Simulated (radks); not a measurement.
Results of a calculation; reference values are marked as such.
Question: The mean radii <r> (bohr) of the occupied orbitals of an atom or ion are listed with their occupations. Level of theory: scalar-relativistic Kohn-Sham, PBE, spin-polarised, spherical densities, finite nucleus; Fermi nuclear charge, rms radius of each element as measured or else 0.836 A^(1/3) + 0.57 fm (a radial shooting solver on a logarithmic mesh with Libxc functionals).

| orbital | occ. | <r> |
|---|---|---|
| 1s up | 1 | 0.02001 |
| 1s down | 1 | 0.02001 |
| 2s up | 1 | 0.08391 |
| 2s down | 1 | 0.08388 |
| 2p up | 3 | 0.07436 |
| 2p down | 3 | 0.07435 |
| 3s up | 1 | 0.2030 |
| 3s down | 1 | 0.2032 |
| 3p up | 3 | 0.1985 |
| 6d up | 1 | 0.9036 |

Name the element and its charge. Open shells, if any, are filled with parallel spins first.

Answer: Z = 69, thulium, charge +53: Tm53+ in [Ne] 3s2 3p3 6d1. The 1s radius gives Z: for a bare nucleus <r> = (2 gamma + 1)/(2Z) with gamma = sqrt(1 - (Z/c)^2), 0.01977 bohr for Z = 69, and screening makes it slightly larger (0.02001 here). The occupations add up to 16, and the charge is Z minus that.
